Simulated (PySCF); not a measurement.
Stepwise substitution at one centre (Si OH-NH2). Gas-phase values, no solvent. One relaxed conformer stands for each flexible species; it need not be the lowest. Strings in code marks are SMILES. All members: neutral, multiplicity 1. Level: B3LYP-D3(BJ)/def2-TZVP (PySCF), beside PBE-D3(BJ)/def2-TZVP // B3LYP-D3(BJ)/def2-TZVP (PySCF) at the same geometries. B3LYP has the VWN-RPA correlation part, as in Gaussian.  Orbital energies are measured against the vacuum level.

| species | HOMO, PBE (eV) | HOMO, B3LYP-D3(BJ) (eV) |
|---|---|---|
| `O[Si](O)(O)O` | -7.31 | -8.81 |
| `N[Si](O)(O)O` | -6.02 | -7.30 |
| `N[Si](N)(O)O` | -5.84 | -7.09 |
| `N[Si](N)(N)O` | -5.58 | withheld |
| `N[Si](N)(N)N` | -5.20 | -6.42 |

Q: Fit y = a + b·x, y being the HOMO at the first level, to the 4 complete rows by least squares, with x = the PBE value in eV. Give a, b and the rms residual, and predict the withheld value.

A: Means of the 4 rows: x̄ = -6.0925, ȳ = -7.405 eV. Σ(x − x̄)² = 2.3479 and Σ(x − x̄)(y − ȳ) = 2.6769, so b = 1.140 and a = ȳ − b·x̄ = -0.460 eV. The rms residual is 0.025 eV. At x = -5.58 the line gives -6.82 eV. The run for `N[Si](N)(N)O` gave -6.82 eV, so the line is off by 0.00 eV, within twice the rms residual.

Codes: PySCF.
